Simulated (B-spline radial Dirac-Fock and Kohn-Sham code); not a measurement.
**Photoemission from Te²⁺ at 1380 eV, detector at θ = 60°, φ = 180°**

System: tellurium as Te²⁺ in the configuration 1s2 2s2 2p6 3s2 3p6 3d10 4s2 4p6 4d10 5s2 5p2. The computed values come from a radial finite-basis atomic code: Dirac-Hartree-Slater photoionisation with a Latter tail; cross sections with all multipoles, angular parameters from the dipole term and its interference with E2. Thresholds are orbital energies of the model. For linearly polarised light dσ/dΩ = σ/(4π) [1 + β P₂(cos θ) + (δ + γ cos²θ) sin θ cos φ], with θ from the polarisation vector and φ the angle between the beam and the projection of the electron momentum on the plane normal to the polarisation. The dipole factor is 1 + βP₂ and the non-dipole term is the rest of the bracket. Open shells are filled statistically over j.

The run's input, task.json:

```json
{"items": [{
  "Z": 52,
  "q": 2,
  "cfg": [[1, 0, 2], [2, 0, 2], [2, 1, 6], [3, 0, 2], [3, 1, 6], [3, 2, 10], [4, 0, 2], [4, 1, 6], [4, 2, 10], [5, 0, 2], [5, 1, 2]],
  "A": 130,
  "rrms": 4.7423,
  "do": "xps",
  "hv": [60, 88.2, 92.6, 100, 150, 213.0, 282.0, 369.0, 432.0, 600, 657.0, 1000, 1160.0, 1253.6, 1310.0, 1380.0, 1486.9, 1810.0, 1890.0, 2380.0, 4240.0, 5290.0, 5340.0, 5800.0, 6470.0, 6840.0, 6950.0, 8047.8, 13600.0]
}]}
```

Command: `python xray2_run.py task.json out`

```csv
subshell,threshold (eV),σ (kb),β,γ,δ,dipole factor,non-dipole term,dσ/dΩ (kb/sr)
3s,1011.6,52.5,1.98,0.54,0.000,0.752,-0.116,2.65
3p1/2,887.6,74.6,1.44,0.16,0.017,0.819,-0.050,4.57
3p3/2,835.1,157,1.47,0.10,0.012,0.816,-0.032,9.78
3d3/2,614.0,210,1.17,0.07,0.043,0.854,-0.052,13.4
3d5/2,602.9,303,1.17,0.08,0.042,0.853,-0.054,19.3
4s,194.6,14.0,1.99,0.11,0.000,0.752,-0.024,0.809
4p1/2,151.2,16.2,1.69,-0.02,-0.001,0.789,+0.005,1.02
4p3/2,141.1,32.4,1.71,-0.03,0.001,0.787,+0.006,2.04
4d3/2,70.77,24.6,1.34,0.20,0.037,0.832,-0.075,1.48
4d5/2,69.18,35.4,1.32,0.21,0.037,0.834,-0.077,2.14
5s,36.66,2.16,1.99,0.07,0.000,0.752,-0.016,0.127
5p1/2,26.53,0.643,1.71,-0.02,-0.001,0.786,+0.006,0.0405
5p3/2,25.34,1.26,1.72,-0.03,0.001,0.784,+0.006,0.0792
```
